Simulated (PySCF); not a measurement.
C3H12OSi2, SMILES C[Si](C)(C)O[SiH3].

Geometry optimised at r2SCAN-D4/def2-SVP. The values are those of a single conformer.

All values below come from SMD-B3LYP/def2-SVP (PySCF).

Solvation free energies are E(SMD) − E(gas) at the gas-phase geometry, for 1 M in both phases. In vacuum the dipole moment is 1.07 D.

Rank water, 2-propanol, dichloromethane by solvation free energy, most negative first.

dichloromethane (-2.0 kcal/mol), 2-propanol (-1.6 kcal/mol), water (3.5 kcal/mol)
